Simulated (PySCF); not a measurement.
Compound: SnH2Me(tBu), C₅H₁₄Sn.
Bonds: Sn1–C4, Sn1–C8, C8–C9, C8–C10, C8–C11. Hydrogens: H2, H3 on Sn1; H5, H6, H7 on C4; H12, H13, H14 on C9; H15, H16, H17 on C10; H18, H19, H20 on C11.

Theory: PBE0-D3(BJ)/def2-SVP geometry optimisation, gas phase, def2 core potentials past Kr (PySCF 2.14.0).

Task: How far are the bound atoms from Sn1?

Result: 4 atoms: H2 1.724 Å, H3 1.725 Å, C4 2.155 Å, C8 2.191 Å. The nearest atom not counted as bound is H5, at 2.74 Å (others tie with it).

Task: List the angles at Sn1.

Result: 
```tsv
angle	degrees	distance of the outer atoms (Å)
C4–Sn1–C8	110.1	3.56
H2–Sn1–C4	109.6	3.18
H3–Sn1–C4	109.6	3.18
H3–Sn1–C8	109.4	3.21
H2–Sn1–C8	109.3	3.21
H2–Sn1–H3	108.7	2.80
```

Task: What is the shape at Sn1?

Result: Tetrahedral: angles from 108.7° to 110.1°; τ4 = (360° − α − β)/141° = 0.99 with α and β the two widest (0 for a square, 1 for a tetrahedron). The Sn–C distances aren't all alike: 2.155 to 2.191 Å.

Task: What are the other bond lengths?

Result: C4–H5, C4–H6, C4–H7 1.099 Å; C8–C9, C8–C10, C8–C11 1.526 Å; C9–H12 and 8 like bonds 1.104 Å.

Task: Give some angles away from the centre.

Result: Sn1–C8–C9 108.6°, Sn1–C8–C11 108.5°, C9–C8–C10 110.3°.

Task: What are the rotational constants (commonest isotopes, rigid rotor)?

Result: A = 2971, B = 1333, C = 1183 MHz: an asymmetric top.

Point group: near Cs, missed by 0.15 Å at most; the miss may be what the optimiser left on a soft mode. Charge 0, singlet. Whether it is a minimum is left open (no frequencies).
